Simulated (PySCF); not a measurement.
System: C4H3N2 (charge -1, singlet). It need not be the lowest isomer of its formula. Whether it binds its extra electron was not tested at this geometry. SMILES: n1cncc[c-]1
Geometry: optimised at B3LYP-D3(BJ)/def2-TZVP (Ansatz).

Dispersion corrections to the total energy (kcal/mol) from the dftd3 and dftd4 libraries through PySCF: D3(BJ) without and D4 with the three-body term, each with the damping fitted for the functional named.

| functional | D3(BJ) | D4 |
|---|---|---|
| revPBE | (withheld) | -21.17 |
| B3LYP | -8.95 | -9.63 |
| B2GP-PLYP | -3.06 | -2.45 |
| LC-wPBE | -4.68 | -6.60 |
| B2PLYP | -4.05 | -4.15 |
| HSE06 | (withheld) | -4.56 |
| BHLYP | -6.90 | (withheld) |

Task: Complete the blanks.

Result: 
- revPBE, D3(BJ): -13.49
- HSE06, D3(BJ): -3.18
- BHLYP, D4: -6.66
